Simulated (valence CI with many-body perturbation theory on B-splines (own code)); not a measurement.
Forbidden lines of Lu31+

Level of theory: configuration interaction combined with many-body perturbation theory (CI+MBPT): four valence electrons over a frozen Dirac-Fock core [Kr], a basis of 9 s, 9 p, 10 d, 8 f, 5 g, 3 h, 1 i functions for each j, with the one-electron correlation potential Σ1 (screened to all orders), the two-electron term Σ2, the three-electron term Σ3, Breit, model QED; selected single and double excitations, second order for the rest (own B-spline code, finite nucleus).

The last digits are not significant, and no measured levels were compared; by estimate large intervals hold to a few tenths of a per cent, small ones and those within an open d or f shell to about a per cent. Only levels of the ground parity were solved; by the run's estimate the other parity begins above the list, which can be wrong where configurations are misplaced.

Lines 51 to 100 of 119 in falling wavelength, among levels below 603200 cm⁻¹, chosen from the decays that carry over 1 % of a level's rate. Wavelengths and rates use the calculated energies. Weak lines are less certain than strong ones. Lines between different terms over intervals too small for the method are left out, as are lines whose strength nearly cancels. The highest levels of a list are the least certain. Branching is blank where the lifetime is uncertain.

Levels are named by their leading jj configuration (3d3/2^4 stands for four electrons in 3d with j = 3/2), which in mixed levels can hold well under half, so a name can repeat and another be missing. Letters in brackets count levels of one name in rising energy.

```tsv
λ vac (Å)	Upper	Lower	Type	A (s⁻¹)	Branch %
852.7	(4d3/2 4d5/2^3) J=2 [a]	(4d3/2^2 4d5/2^2) J=2 [b]	M1	1.11e+04	20.7
851.4	(4d3/2 4d5/2^3) J=3 [c]	(4d3/2^2 4d5/2^2) J=4 [c]	M1	1.24e+04	
850.4	(4d3/2^2 4d5/2^2) J=3 [b]	(4d3/2^3 4d5/2) J=3	M1	2.38e+03	14.4
849.8	(4d3/2^2 4d5/2^2) J=4 [b]	(4d3/2^3 4d5/2) J=3	M1	4.26e+03	86.3
848.9	(4d3/2 4d5/2^3) J=4 [a]	(4d3/2^2 4d5/2^2) J=3 [a]	M1	1.26e+04	26.0
837.9	(4d3/2 4d5/2^3) J=5	(4d3/2^2 4d5/2^2) J=5	M1	8.26e+03	28.8
829.0	(4d3/2 4d5/2^3) J=2 [a]	(4d3/2^2 4d5/2^2) J=3 [b]	M1	1.48e+04	27.6
826.8	(4d3/2^2 4d5/2^2) J=2 [b]	(4d3/2^3 4d5/2) J=3	M1	8.50e+01	1.2
819.9	(4d3/2 4d5/2^3) J=0	(4d3/2^2 4d5/2^2) J=1	M1	2.11e+04	
817.3	(4d3/2 4d5/2^3) J=4 [a]	(4d3/2^2 4d5/2^2) J=4 [a]	M1	3.31e+04	68.3
815.3	(4d3/2 4d5/2^3) J=3 [b]	(4d3/2^2 4d5/2^2) J=2 [b]	M1	6.74e+03	17.6
815.1	(4d3/2^2 4d5/2^2) J=2 [d]	(4d3/2^2 4d5/2^2) J=2 [a]	M1	1.29e+02	3.1
814.7	(4d3/2^2 4d5/2^2) J=2 [a]	(4d3/2^3 4d5/2) J=1	M1	3.12e+04	81.0
814.0	(4d5/2^4) J=4	(4d3/2 4d5/2^3) J=5	M1	1.08e+04	12.5
812.6	(4d3/2 4d5/2^3) J=3 [a]	(4d3/2^2 4d5/2^2) J=2 [a]	M1	3.23e+04	53.5
811.4	(4d3/2 4d5/2^3) J=4 [b]	(4d3/2^2 4d5/2^2) J=4 [c]	M1	1.20e+04	26.8
809.8	(4d3/2 4d5/2^3) J=6	(4d3/2^2 4d5/2^2) J=5	M1	1.40e+04	55.1
794.1	(4d3/2 4d5/2^3) J=3 [b]	(4d3/2^2 4d5/2^2) J=4 [b]	M1	4.91e+03	12.8
793.6	(4d3/2 4d5/2^3) J=3 [b]	(4d3/2^2 4d5/2^2) J=3 [b]	M1	1.41e+04	36.8
793.4	(4d3/2 4d5/2^3) J=3 [c]	(4d3/2^2 4d5/2^2) J=2 [c]	M1	9.02e+03	
792.3	(4d3/2 4d5/2^3) J=1 [b]	(4d3/2^2 4d5/2^2) J=2 [c]	M1	1.31e+04	26.7
780.5	(4d3/2^2 4d5/2^2) J=3 [b]	(4d3/2^3 4d5/2) J=4	M1	1.32e+04	79.9
780.0	(4d3/2^2 4d5/2^2) J=4 [b]	(4d3/2^3 4d5/2) J=4	M1	1.96e+02	4.0
774.4	(4d3/2^2 4d5/2^2) J=3 [b]	(4d3/2^3 4d5/2) J=2	M1	7.07e+02	4.3
754.8	(4d3/2^2 4d5/2^2) J=2 [b]	(4d3/2^3 4d5/2) J=2	M1	4.35e+03	63.7
742.3	(4d3/2 4d5/2^3) J=2 [a]	(4d3/2^2 4d5/2^2) J=1	M1	8.14e+03	15.2
729.7	(4d3/2 4d5/2^3) J=1 [a]	(4d3/2^2 4d5/2^2) J=2 [a]	M1	2.95e+04	37.0
724.7	(4d3/2 4d5/2^3) J=5	(4d3/2^2 4d5/2^2) J=4 [a]	M1	4.52e+03	15.8
722.2	(4d5/2^4) J=4	(4d3/2 4d5/2^3) J=4 [a]	M1	3.66e+04	42.5
718.6	(4d5/2^4) J=4	(4d3/2 4d5/2^3) J=3 [a]	M1	2.74e+04	31.8
711.9	(4d3/2 4d5/2^3) J=2 [b]	(4d3/2^2 4d5/2^2) J=2 [c]	M1	1.32e+04	35.5
693.6	(4d3/2 4d5/2^3) J=1 [a]	(4d3/2^2 4d5/2^2) J=0 [a]	M1	2.97e+04	37.3
640.3	(4d3/2^2 4d5/2^2) J=2 [c]	(4d3/2^3 4d5/2) J=3	M1	2.99e+04	75.6
636.7	(4d3/2 4d5/2^3) J=2 [a]	(4d3/2^2 4d5/2^2) J=3 [a]	M1	1.54e+04	28.7
619.4	(4d3/2 4d5/2^3) J=1 [b]	(4d3/2^2 4d5/2^2) J=2 [b]	M1	1.11e+03	2.3
615.6	(4d3/2 4d5/2^3) J=3 [b]	(4d3/2^2 4d5/2^2) J=3 [a]	M1	4.54e+03	11.9
607.8	(4d3/2 4d5/2^3) J=3 [c]	(4d3/2^2 4d5/2^2) J=4 [b]	M1	1.42e+03	
607.0	(4d3/2^2 4d5/2^2) J=4 [c]	(4d3/2^3 4d5/2) J=3	M1	9.02e+03	55.7
598.8	(4d3/2 4d5/2^3) J=3 [b]	(4d3/2^2 4d5/2^2) J=4 [a]	M1	5.45e+03	14.2
596.3	(4d3/2^2 4d5/2^2) J=2 [c]	(4d3/2^3 4d5/2) J=2	M1	8.18e+03	20.7
593.8	(4d3/2 4d5/2^3) J=3 [b]	(4d3/2^2 4d5/2^2) J=2 [a]	M1	9.27e+02	2.4
593.5	(4d3/2^2 4d5/2^2) J=2 [b]	(4d3/2^3 4d5/2) J=1	M1	1.71e+03	25.1
586.8	(4d3/2 4d5/2^3) J=4 [b]	(4d3/2^2 4d5/2^2) J=3 [b]	M1	1.08e+04	24.2
583.2	(4d3/2^2 4d5/2^2) J=0 [b]	(4d3/2^2 4d5/2^2) J=1	M1	1.61e+04	
579.1	(4d5/2^4) J=4	(4d3/2^2 4d5/2^2) J=4 [c]	M1	6.73e+03	7.8
569.1	(4d3/2 4d5/2^3) J=2 [b]	(4d3/2^2 4d5/2^2) J=2 [b]	M1	1.30e+03	3.5
559.0	(4d3/2 4d5/2^3) J=1 [b]	(4d3/2^2 4d5/2^2) J=1	M1	6.63e+03	13.6
558.5	(4d3/2 4d5/2^3) J=2 [b]	(4d3/2^2 4d5/2^2) J=3 [b]	M1	4.11e+03	11.1
518.7	(4d3/2 4d5/2^3) J=4 [b]	(4d3/2^2 4d5/2^2) J=5	M1	1.58e+04	35.1
517.7	(4d3/2 4d5/2^3) J=2 [b]	(4d3/2^2 4d5/2^2) J=1	M1	6.79e+03	18.3
```
